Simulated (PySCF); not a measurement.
# Fe(2+) (iron, charge +2) across methods

[Ar] 3d5 4s1, high-spin 7S determinant (an excited configuration). Calculation: PySCF 2.14, in x2c-QZVPPall with one added diffuse shell each of s, p, d, f, g type (12s8p6d5f3g, 128 functions); the spin-free X2C one-electron Hamiltonian (Gaussian nucleus).

```
 method  E (hartree)  mean ε 3p β (eV)  mean ε 3d α (eV)  mean ε 4s α (eV)  Σ⟨r²⟩ (bohr²)    ⟨S²⟩
    UHF  -1270.49313           -92.322           -44.588           -26.169          19.89  12.001
    LDA    -1269.035           -81.525           -34.057           -23.586          19.81  12.000
    PBE    -1271.357           -81.384           -33.839           -23.289          19.85  12.000
 r2SCAN    -1271.590           -82.204           -34.487           -23.559          19.75  12.000
 revPBE    -1271.510           -81.349           -33.787           -23.191          19.85  12.000
wB97M-V    -1271.505           -87.214           -39.064           -26.173          19.90  12.000
  TPSSh    -1271.615           -82.955           -34.976           -23.501          19.82  12.000
   PBE0    -1271.397           -84.531           -36.711           -24.110          19.80  12.000
```
